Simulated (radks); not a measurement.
Charge is removed step by step from the 1s1/2 level of H, starting from 1s1. All-electron calculation, Dirac Kohn-Sham, PBEsol, spin-unpolarised, spherical densities, finite nucleus; Gaussian nuclear charge, rms radius 0.8783 fm. Program: a radial shooting solver on a logarithmic mesh with Libxc functionals.

| removed (e) | E - E(0) (eV) | eigenvalue (eV) |
|---|---|---|
| 0 | 0.000 | -6.332 |
| 0.25 | 1.946 | -9.283 |
| 0.5 | 4.657 | -12.423 |
| 0.75 | 8.151 | -15.462 |

The mean slope of the eigenvalue, de/dn, is 12.2 eV per electron.
